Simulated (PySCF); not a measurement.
The dipole of `C1C(C1)[SiH](OC)OC` from its density and from atomic charges.

Coordinates (GFN2-xTB, Å) and charges (e) from the PBE0/pcSseg-1 density (PySCF):

```
atom       x       y       z  Mulliken      IAO  Hirshfeld  ESP-fitted
  C1  -1.412  -2.377  -0.604   +0.0012  -0.1955    -0.0312     -0.2459
  O2  -0.376  -1.497  -0.276   -0.6447  -0.6430    -0.2177     -0.2358
 Si3  -0.476  -0.045   0.426   +1.1554  +1.3340    +0.4528     +0.6357
  O4  -1.564   0.807  -0.439   -0.6447  -0.6475    -0.2313     -0.3462
  C5  -1.932   2.145  -0.292   -0.0063  -0.1932    -0.0320     -0.1458
  C6   1.270   0.643   0.349   -0.5787  -0.4643    -0.1444     -0.3681
  C7   2.413  -0.087   1.000   -0.2107  -0.2791    -0.0878     -0.3511
  C8   2.340  -0.008  -0.486   -0.1940  -0.2759    -0.0869     -0.1792
  H9  -1.825  -2.832   0.299   +0.0954  +0.1296    +0.0406     +0.1134
 H10  -0.996  -3.157  -1.244   +0.1132  +0.1509    +0.0479     +0.1237
 H11  -2.210  -1.857  -1.135   +0.1054  +0.1372    +0.0421     +0.1079
 H12  -0.946  -0.135   1.817   -0.1631  -0.1975    -0.0986     -0.1285
 H13  -2.330   2.331   0.709   +0.0958  +0.1272    +0.0403     +0.0945
 H14  -1.076   2.804  -0.454   +0.0980  +0.1280    +0.0413     +0.0799
 H15  -2.701   2.366  -1.033   +0.1171  +0.1530    +0.0490     +0.1109
 H16   1.335   1.724   0.411   +0.1387  +0.1453    +0.0380     +0.1980
 H17   2.202  -1.035   1.468   +0.1317  +0.1450    +0.0448     +0.1516
 H18   3.166   0.495   1.512   +0.1250  +0.1455    +0.0455     +0.1625
 H19   2.072  -0.903  -1.025   +0.1403  +0.1550    +0.0419     +0.0951
 H20   3.042   0.627  -1.005   +0.1250  +0.1454    +0.0458     +0.1274
```

**Question.** What dipole does each set of charges give (1 e·Å = 4.803 D), and what does the density give?

**Answer.** The full density gives (-0.66, 0.87, 0.20) D, 1.11 D in size; dipole vectors point from the negative to the positive end.

| scheme | μx | μy | μz | size (D) | share of the full size (%) | angle to the full dipole (°) |
| --- | --- | --- | --- | --- | --- | --- |
| Mulliken | -2.18 | 0.55 | 0.86 | 2.41 | 217 | 39 |
| IAO | -1.22 | 1.09 | 1.42 | 2.16 | 195 | 32 |
| Hirshfeld | -0.66 | 0.32 | 0.16 | 0.75 | 68 | 27 |
| ESP-fitted | -0.64 | 0.88 | 0.24 | 1.11 | 100 | 2 |

**Question.** Which set comes closest?

**Answer.** Length of the difference vector: ESP-fitted 0.05 D, Hirshfeld 0.55 D, IAO 1.36 D, Mulliken 1.70 D. Closest: ESP-fitted. The schemes that divide the density aren't constrained to reproduce the dipole.

**Question.** What is left for the Hirshfeld atoms' own dipoles?

**Answer.** The shares of the density sum to the whole, so what Σ q r misses lies in dipoles about the nuclei. The atomic dipoles sum to (-0.66, 0.87, 0.20) − (-0.66, 0.32, 0.16) = (0.00, 0.55, 0.04) D, 0.55 D in size.

**Question.** With the origin at the mean of the coordinates, (0.000, 0.001, 0.000) Å, which are the largest single terms, by size, of the ESP-fitted dipole along the direction of the full one?

**Answer.** O4 -2.46, C7 +2.21, C5 -1.94, H15 +1.74, H13 +1.51 D; all 20 atoms together +1.11 D. The single terms depend on the origin, their sum doesn't.

**Question.** Give the size of the full dipole in other units.

**Answer.** 1.11 D = 0.437 au = 0.231 e·Å = 3.70 × 10⁻³⁰ C·m.

Isolated species at its GFN2-xTB geometry (one conformer only).

Shape of the structure used: `[CH3:1][O:2][SiH:3]([O:4][CH3:5])[CH:6]1[CH2:7][CH2:8]1`: C1–O2–Si3–O4 -52°, O2–Si3–O4–C5 -175°, O2–Si3–C6–C7 -59°.
